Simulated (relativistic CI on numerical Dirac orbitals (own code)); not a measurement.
Computed by Dirac-Coulomb-Breit CI, KLI orbitals optimised for each configuration, a model potential for QED, unscaled Slater integrals (own radial code, finite nucleus).

The strongest absorption lines from the ground level of an ion, among the configurations computed and to levels below about 136 eV (vacuum wavelength in nm, gf): 12.013 (1.8), 12.506 (2), 12.584 (8.6), 12.710 (15), 12.742 (3.9), 12.839 (0.28), 13.027 (1), 13.107 (0.76).

(1) Which ion is it?
A. Sn¹²⁺
B. Sn¹⁰⁺
C. Pd⁸⁺
D. Sn¹⁴⁺

Results:

(1) A. Sn¹²⁺ has 38 electrons and the ground level 4s2 4p6 4d2 3F_2; the strongest line goes to 4s2 4p6 4d 4f 3G°_3. The pattern of lines fixes the number of electrons, and along that sequence the line energies rise steadily with the charge (about as its square where n changes within one kind of shell, about linearly where n is kept but much faster in heavy ions where fine structure, which grows about as Z⁴, sets the gap, and irregularly where shells cross), which fixes Z. Configurations outside the model, such as inner-shell arrays, can give stronger lines. At this charge energies of transitions that change n are usually good to better than 1 %, and those within a shell (Δn = 0) to a few per cent. Terms inside the open d or f shell come out 10 to 20 % too wide with unscaled integrals.

LS names give the leading component of a level, which can be under half, so a name can repeat, a term be missing and a line seem to break the LS rules.
